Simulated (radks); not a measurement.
Ru III, 42 electrons, occupied as [Kr] 4d5 5p1 (not the ground configuration). All-electron calculation, scalar-relativistic Kohn-Sham, PBE, spin-polarised, spherical densities, point nucleus; open shells are filled with parallel spins first (spin-orbit coupling, left out, can overturn this in heavy ions). Program: a radial shooting solver on a logarithmic mesh with Libxc functionals.

X-ray form factor f0, the Fourier transform of the density (f0(0) = 42):

sin(theta)/lambda (1/angstrom),f0 (electrons)
0.05,41.333
0.1,39.584
0.15,37.259
0.2,34.755
0.25,32.280
0.3,29.941
0.4,25.896
0.5,22.781
0.6,20.418
0.8,16.886
1,13.945
1.25,10.817
1.5,8.514
2,6.095
